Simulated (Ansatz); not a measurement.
A nudged elastic band was laid between two geometries of ClF5Mo + H2 (9 atoms, charge 0, multiplicity 1).

Level of theory: Ansatz 0.2.0, RKS BLYP-D4/def2-SVP.

| Property | Result |
| --- | --- |
| movable images | 9 |
| climbing image | yes |
| spring | 5.0 eV/Å² |
| optimiser | quadratic models (default) |
| start path | through a guess of the saddle point |
| force threshold | 0.03 eV/Å |
| iteration limit | 60 |
| end points | relaxed |

Initial state:

```xyz
9
Properties=species:S:1:pos:R:3
Mo 0.137 -0.295 -0.263
F -0.054 -0.194 1.583
F 1.979 -0.128 -0.038
F 0.027 1.553 -0.386
Cl -2.140 -0.497 -0.533
F 0.327 -2.138 -0.138
F 0.409 -0.400 -2.096
H -2.008 2.386 2.025
H -1.626 1.830 2.391
```

Final state:

```xyz
9
Properties=species:S:1:pos:R:3
Mo -0.300 -0.015 -0.177
F -0.032 0.595 2.235
F 1.535 -0.106 0.234
F -0.156 1.856 0.031
Cl -2.253 -0.783 -1.264
F -0.386 -1.622 0.732
F 0.185 0.263 -1.950
H -1.697 0.419 0.643
H 0.154 1.509 2.059
```

Task: Which bonds break or form, and what moves?

Result: Bonds broken: H8–H9. Bonds formed: Mo1–H8, F2–H9. ClF5Mo + H2 becomes ClF5H2Mo.

Task: Give the energies along the band, and the barrier.

Result: It converged. The highest image is number 6 of 0 to 10, 37.7 kcal/mol above the first end and 11.1 kcal/mol above the last; the last end lies 26.7 kcal/mol above the first. A vibrational analysis at the climbing image gives one clearly imaginary mode, 652i cm⁻¹: a first-order saddle point. The orbitals stay closed-shell, which can raise the energy where a bond breaks towards radicals; this wasn't checked here.

```csv
image,path coordinate (Å),energy (kcal/mol),H8–H9 (Å),Mo1–H8 (Å),F2–H9 (Å)
0,0.00,0.0,0.77,4.13,2.69
1,0.83,0.0,0.77,4.32,2.60
2,1.65,0.0,0.77,4.35,2.61
3,2.48,1.1,0.77,3.70,2.30
4,3.30,8.9,0.76,3.10,2.10
5,4.13,22.9,0.77,2.46,1.91
6,4.95,37.7,0.94,1.89,1.27
7,5.61,29.6,1.61,1.71,0.96
8,6.26,28.1,2.13,1.68,0.94
9,6.92,27.8,2.34,1.68,0.94
10,7.57,26.7,2.57,1.68,0.95
```

Task: What is the geometry of the highest image?

Result: 
```xyz
9
Properties=species:S:1:pos:R:3
Mo -0.134 0.148 -0.043
F 0.415 0.533 1.987
F 1.717 -0.035 0.005
F -0.049 1.991 -0.151
Cl -2.346 0.114 -0.956
F -0.359 -1.571 0.597
F 0.184 -0.200 -1.840
H -1.540 0.533 1.164
H -0.839 0.604 1.782
```

Task: What are the harmonic wavenumbers there?

Result: 652i, 37, 166, 175, 208, 232, 252, 270, 283, 316, 367, 546, 551, 637, 674, 689, 721, 1045, 1096, 1668, 2193 cm⁻¹.

Run time: 2.3 min on 4 threads of AMD EPYC 9R45 96-Core Processor (Zen 5) (shared host), peak memory 0.22 GiB.
